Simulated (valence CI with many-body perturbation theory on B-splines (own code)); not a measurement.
Forbidden lines of Gd⁴¹⁺

Calculated by configuration interaction combined with many-body perturbation theory (CI+MBPT): five valence electrons over a frozen Dirac-Fock core [Ar], radial functions for each j: 7 s, 7 p, 8 d, 6 f, 4 g, 1 h, with the one-electron correlation potential Σ1 (screened to all orders), the two-electron term Σ2, the three-electron term Σ3, Breit, model QED; selected single and double excitations, second order for the rest (own B-spline code, finite nucleus).

The last digits are not significant, and no measured levels were compared; by estimate large intervals hold to a few tenths of a per cent, small ones and those within an open d or f shell to about a per cent. Only levels of the ground parity were solved; by the run's estimate the other parity begins above the list, which can be wrong where configurations are misplaced.

Lines 51 to 100 of 120 in falling wavelength, among levels below 1263400 cm⁻¹, chosen from the decays that carry over 1 % of a level's rate. Wavelengths and rates use the calculated energies. Electric multipoles are in the length gauge, E1 and E2 with the static RPA response of the core. S is in atomic units (e²a₀⁴ for E2 and M2, e²a₀⁶ for E3), for M1 in squared Bohr magnetons. Weak lines are less certain than strong ones. Lines between different terms over intervals too small for the method are left out, as are lines whose strength nearly cancels.

Levels are named by their leading jj configuration (3d3/2^4 stands for four electrons in 3d with j = 3/2), which in mixed levels can hold well under half, so a name can repeat and another be missing. Letters in brackets count levels of one name in rising energy.

| λ vac (Å) | Upper | Lower | Type | A (s⁻¹) | S (a.u.) |
| --- | --- | --- | --- | --- | --- |
| 363.3 | (3d3/2 3d5/2^4) J=5/2 [a] | (3d3/2^2 3d5/2^3) J=7/2 [a] | M1 | 2.57e+05 | 2.74e+00 |
| 358.3 | (3d3/2^2 3d5/2^3) J=5/2 [d] | (3d3/2^2 3d5/2^3) J=5/2 [b] | M1 | 7.47e+04 | 7.64e-01 |
| 355.7 | (3d3/2^2 3d5/2^3) J=3/2 [c] | (3d3/2^2 3d5/2^3) J=3/2 [a] | M1 | 1.24e+04 | 8.24e-02 |
| 355.6 | (3d3/2^2 3d5/2^3) J=5/2 [c] | (3d3/2^3 3d5/2^2) J=7/2 [b] | M1 | 1.75e+05 | 1.75e+00 |
| 355.3 | (3d3/2^2 3d5/2^3) J=13/2 | (3d3/2^3 3d5/2^2) J=11/2 | M1 | 5.75e+04 | 1.34e+00 |
| 353.2 | (3d3/2^2 3d5/2^3) J=5/2 [a] | (3d3/2^3 3d5/2^2) J=5/2 [a] | M1 | 7.42e+05 | 7.27e+00 |
| 351.9 | (3d3/2^2 3d5/2^3) J=1/2 [a] | (3d3/2^3 3d5/2^2) J=3/2 [a] | M1 | 3.18e+05 | 1.03e+00 |
| 349.1 | (3d3/2^3 3d5/2^2) J=7/2 [a] | (3d3/2^4 3d5/2) J=5/2 | M1 | 1.67e+05 | 2.11e+00 |
| 344.0 | (3d3/2^2 3d5/2^3) J=3/2 [c] | (3d3/2^2 3d5/2^3) J=1/2 [a] | M1 | 1.58e+04 | 9.51e-02 |
| 343.7 | (3d3/2^2 3d5/2^3) J=5/2 [d] | (3d3/2^2 3d5/2^3) J=3/2 [a] | M1 | 1.38e+04 | 1.24e-01 |
| 340.4 | (3d3/2^2 3d5/2^3) J=3/2 [a] | (3d3/2^3 3d5/2^2) J=3/2 [a] | M1 | 3.96e+05 | 2.31e+00 |
| 338.3 | (3d3/2^3 3d5/2^2) J=3/2 [a] | (3d3/2^4 3d5/2) J=5/2 | M1 | 4.72e+05 | 2.71e+00 |
| 335.9 | (3d3/2 3d5/2^4) J=3/2 [a] | (3d3/2^2 3d5/2^3) J=5/2 [b] | M1 | 1.61e+05 | 9.05e-01 |
| 327.3 | (3d3/2^2 3d5/2^3) J=5/2 [b] | (3d3/2^3 3d5/2^2) J=3/2 [a] | M1 | 6.26e+04 | 4.88e-01 |
| 326.5 | (3d3/2^2 3d5/2^3) J=7/2 [b] | (3d3/2^3 3d5/2^2) J=5/2 [b] | M1 | 7.96e+03 | 8.22e-02 |
| 325.3 | (3d3/2 3d5/2^4) J=11/2 | (3d3/2^2 3d5/2^3) J=13/2 | M1 | 1.15e+05 | 1.76e+00 |
| 324.5 | (3d3/2^2 3d5/2^3) J=9/2 [b] | (3d3/2^3 3d5/2^2) J=9/2 | M1 | 3.34e+05 | 4.23e+00 |
| 323.1 | (3d3/2 3d5/2^4) J=3/2 [a] | (3d3/2^2 3d5/2^3) J=3/2 [a] | M1 | 4.78e+05 | 2.39e+00 |
| 317.8 | (3d3/2^2 3d5/2^3) J=5/2 [b] | (3d3/2^3 3d5/2^2) J=7/2 [a] | M1 | 1.41e+05 | 1.00e+00 |
| 317.1 | (3d3/2 3d5/2^4) J=7/2 [a] | (3d3/2^2 3d5/2^3) J=9/2 [a] | M1 | 3.45e+05 | 3.26e+00 |
| 315.5 | (3d3/2^2 3d5/2^3) J=3/2 [b] | (3d3/2^3 3d5/2^2) J=1/2 | M1 | 4.34e+04 | 2.02e-01 |
| 314.9 | (3d3/2^2 3d5/2^3) J=5/2 [c] | (3d3/2^3 3d5/2^2) J=5/2 [b] | M1 | 8.82e+03 | 6.13e-02 |
| 313.4 | (3d3/2 3d5/2^4) J=3/2 [a] | (3d3/2^2 3d5/2^3) J=1/2 [a] | M1 | 3.70e+05 | 1.69e+00 |
| 308.4 | (3d3/2^2 3d5/2^3) J=7/2 [c] | (3d3/2^3 3d5/2^2) J=7/2 [b] | M1 | 1.32e+05 | 1.15e+00 |
| 308.1 | (3d3/2^2 3d5/2^3) J=7/2 [b] | (3d3/2^3 3d5/2^2) J=9/2 | M1 | 9.18e+04 | 7.96e-01 |
| 307.3 | (3d3/2 3d5/2^4) J=5/2 [a] | (3d3/2^2 3d5/2^3) J=5/2 [a] | M1 | 9.39e+05 | 6.06e+00 |
| 304.6 | (3d3/2 3d5/2^4) J=11/2 | (3d3/2^2 3d5/2^3) J=9/2 [a] | M1 | 1.36e+05 | 1.71e+00 |
| 304.3 | (3d3/2^3 3d5/2^2) J=9/2 | (3d3/2^4 3d5/2) J=5/2 | E2 | 1.37e+01 | 3.19e-04 |
| 302.1 | (3d3/2^2 3d5/2^3) J=3/2 [b] | (3d3/2^3 3d5/2^2) J=5/2 [b] | M1 | 8.30e+04 | 3.39e-01 |
| 300.0 | (3d3/2^2 3d5/2^3) J=7/2 [a] | (3d3/2^3 3d5/2^2) J=5/2 [a] | M1 | 9.58e+04 | 7.67e-01 |
| 298.1 | (3d3/2 3d5/2^4) J=7/2 [a] | (3d3/2^2 3d5/2^3) J=7/2 [a] | M1 | 2.89e+05 | 2.27e+00 |
| 294.6 | (3d3/2^2 3d5/2^3) J=9/2 [b] | (3d3/2^3 3d5/2^2) J=11/2 | M1 | 1.21e+05 | 1.14e+00 |
| 292.1 | (3d3/2 3d5/2^4) J=11/2 | (3d3/2^2 3d5/2^3) J=11/2 | M1 | 4.76e+05 | 5.28e+00 |
| 292.0 | (3d3/2^2 3d5/2^3) J=5/2 [d] | (3d3/2^2 3d5/2^3) J=7/2 [a] | M1 | 1.49e+04 | 8.24e-02 |
| 288.2 | (3d3/2^3 3d5/2^2) J=5/2 [b] | (3d3/2^4 3d5/2) J=5/2 | M1 | 3.74e+03 | 1.99e-02 |
| 287.1 | (3d3/2^2 3d5/2^3) J=1/2 [b] | (3d3/2^3 3d5/2^2) J=1/2 | M1 | 1.73e+05 | 3.04e-01 |
| 285.5 | (3d3/2^2 3d5/2^3) J=9/2 [b] | (3d3/2^3 3d5/2^2) J=7/2 [a] | M1 | 9.29e+04 | 8.01e-01 |
| 277.3 | (3d3/2^2 3d5/2^3) J=7/2 [c] | (3d3/2^3 3d5/2^2) J=5/2 [b] | M1 | 6.71e+04 | 4.24e-01 |
| 272.7 | (3d3/2^2 3d5/2^3) J=7/2 [b] | (3d3/2^3 3d5/2^2) J=7/2 [a] | M1 | 7.69e+03 | 4.63e-02 |
| 271.0 | (3d3/2^2 3d5/2^3) J=5/2 [c] | (3d3/2^3 3d5/2^2) J=3/2 [a] | M1 | 1.01e+05 | 4.46e-01 |
| 264.5 | (3d3/2^2 3d5/2^3) J=5/2 [c] | (3d3/2^3 3d5/2^2) J=7/2 [a] | M1 | 2.24e+05 | 9.20e-01 |
| 263.9 | (3d3/2^2 3d5/2^3) J=7/2 [c] | (3d3/2^3 3d5/2^2) J=9/2 | M1 | 1.38e+05 | 7.52e-01 |
| 262.9 | (3d3/2^2 3d5/2^3) J=9/2 [c] | (3d3/2^3 3d5/2^2) J=7/2 [b] | M1 | 1.44e+05 | 9.69e-01 |
| 261.5 | (3d3/2^2 3d5/2^3) J=3/2 [b] | (3d3/2^3 3d5/2^2) J=3/2 [a] | M1 | 7.67e+04 | 2.04e-01 |
| 261.2 | (3d3/2^2 3d5/2^3) J=3/2 [c] | (3d3/2^2 3d5/2^3) J=5/2 [a] | M1 | 1.05e+04 | 2.78e-02 |
| 260.9 | (3d3/2^3 3d5/2^2) J=7/2 [b] | (3d3/2^4 3d5/2) J=5/2 | M1 | 1.73e+04 | 9.09e-02 |
| 259.8 | (3d3/2^2 3d5/2^3) J=3/2 [a] | (3d3/2^3 3d5/2^2) J=5/2 [a] | M1 | 2.84e+05 | 7.37e-01 |
| 259.3 | (3d3/2 3d5/2^4) J=7/2 [a] | (3d3/2^2 3d5/2^3) J=5/2 [a] | M1 | 4.35e+04 | 2.25e-01 |
| 254.7 | (3d3/2^2 3d5/2^3) J=5/2 [d] | (3d3/2^2 3d5/2^3) J=5/2 [a] | M1 | 9.51e+04 | 3.50e-01 |
| 251.1 | (3d3/2^2 3d5/2^3) J=3/2 [c] | (3d3/2^3 3d5/2^2) J=3/2 [b] | M1 | 7.80e+04 | 1.83e-01 |
